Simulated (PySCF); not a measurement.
Input file for PySCF: R-M06-2X/def2-TZVPPD on CH4O (SMILES CO).

```python
from pyscf import gto, dft

mol = gto.M(
    atom='''
    C     0.28257362   -0.12593661    3.40201941
    O     0.51564463    0.12182379    1.99656443
    H     1.22910404   -0.08487593    3.93798257
    H    -0.13458604   -1.12712432    3.46334478
    H    -0.42809254    0.59666154    3.80150187
    H     0.95718719    0.96878059    1.86042356
    ''',
    basis='def2-tzvppd',
    charge=0, spin=0, verbose=4, max_memory=1800)
mf = dft.RKS(mol, xc='m062x').density_fit(auxbasis='def2-universal-jkfit')
mf.grids.level = 4
mf.conv_tol = 1e-9
mf.max_cycle = 150
mf.kernel()
mf.dip_moment()
```

What total energy does the run end on?

-115.7181 hartree.
